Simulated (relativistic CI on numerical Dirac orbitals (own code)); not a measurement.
Input to a radial Dirac CI calculation:

```
atom Er  Z=68  charge=0  electrons=68
nucleus A=166  rms_radius_fm=5.2516
hamiltonian dirac-coulomb  breit=on  qed=on  c_scale=1
orbitals kli  potential=per-configuration
slater_scale 0.85
correlation p86
mixing on
configurations
  [Xe] 4f12 6s2
  [Xe] 4f11 5d 6s2
  [Xe] 4f12 6s 6p
  [Xe] 4f11 6s2 6p
  [Xe] 4f11 5d2 6s
  [Xe] 4f12 6p2
  [Xe] 4f11 5d 6s 6p
  [Xe] 4f12 6s 6f
  [Xe] 4f12 5d 6p
  [Xe] 4f12 6s 7s
  [Xe] 4f12 6s 7p
  [Xe] 4f11 6s2 8s
  [Xe] 4f12 6s 8s
  [Xe] 4f11 6s2 7s
  [Xe] 4f12 7s2
  [Xe] 4f13 6s
  [Xe] 4f14
  [Xe] 4f13 7s
end
```

Task: How did the run end?

Result: The self-consistent field of one configuration failed: SCF of 1s2 2s2 2p6 3s2 3p6 3d10 4s2 4p6 4d10 4f13 5s2 5p6 7s ended with code -2.
